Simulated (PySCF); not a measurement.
Isomers of C8H9OP. Computed with PBE0-D3(BJ)/def2-SVP geometry optimisation, gas phase (PySCF). Energies are electronic, without zero-point or thermal terms, for one conformer each. No frequencies were run at this level. Point groups hold within 0.08 Å.

Question: Order them by energy at this level, lowest first, and give relative energies in kJ/mol.
A. `[CH3:1][C:2]#[C:3][P:4]([CH3:5])[c:6]1[cH:7][cH:8][o:9][cH:10]1` with C3–P4–C6–C7 57°
B. `[CH3:1][c:2]1[cH:3][c:4]([CH3:5])[p:6][c:7]([CH:8]=[O:9])[cH:10]1` with P6–C7–C8–O9 0°
C. `[CH3:1][C:2](=[O:3])[c:4]1[cH:5][p:6][cH:7][c:8]([CH3:9])[cH:10]1` with C1–C2–C4–C5 -3°
D. `[O:1]=[P@@H:2]1[CH2:3][C@@H:4]1[c:5]1[cH:6][cH:7][cH:8][cH:9][cH:10]1` with C3–C4–C5–C6 -54°

Answer: C (0.0), B (18.9), D (70.7), A (225.1).

As drawn, the lowest has a C=O bond, which the highest lacks; the highest has a C≡C bond, which the lowest lacks.

```json
{"SMILES": "CC(=O)c1cpcc(C)c1", "E (Eh)": "-725.89658", "E rel (kJ/mol)": "0.0", "dipole (D)": "1.01", "point group": "–", "A, B, C (MHz)": "1735, 873.2, 585.3"}
{"SMILES": "Cc1cc(C)pc(C=O)c1", "E (Eh)": "-725.88938", "E rel (kJ/mol)": "18.9", "dipole (D)": "4.96", "point group": "–", "A, B, C (MHz)": "1509, 996.8, 604.9"}
{"SMILES": "O=[P@@H]1C[C@@H]1c1ccccc1", "E (Eh)": "-725.86965", "E rel (kJ/mol)": "70.7", "dipole (D)": "3.57", "point group": "C1", "A, B, C (MHz)": "2762, 709.3, 613.3"}
{"SMILES": "CC#CP(C)c1ccoc1", "E (Eh)": "-725.81084", "E rel (kJ/mol)": "225.1", "dipole (D)": "1.63", "point group": "C1", "A, B, C (MHz)": "1799, 692.4, 548.1"}
```

Q: How do the relative energies change in single points at PBE0/pcSseg-1 (no added dispersion term) on the same geometries?

A: 
| SMILES | PBE0-D3(BJ)/def2-SVP (kJ/mol) | PBE0/pcSseg-1 (kJ/mol) | shift |
| --- | --- | --- | --- |
| CC(=O)c1cpcc(C)c1 | 0.0 | 0.0 | 0.0 |
| Cc1cc(C)pc(C=O)c1 | 18.9 | 19.8 | +0.9 |
| O=[P@@H]1C[C@@H]1c1ccccc1 | 70.7 | 66.2 | -4.5 |
| CC#CP(C)c1ccoc1 | 225.1 | 217.9 | -7.2 |

Each column counts from its own lowest isomer. The order is unchanged; the largest shift is 7.2 kJ/mol.
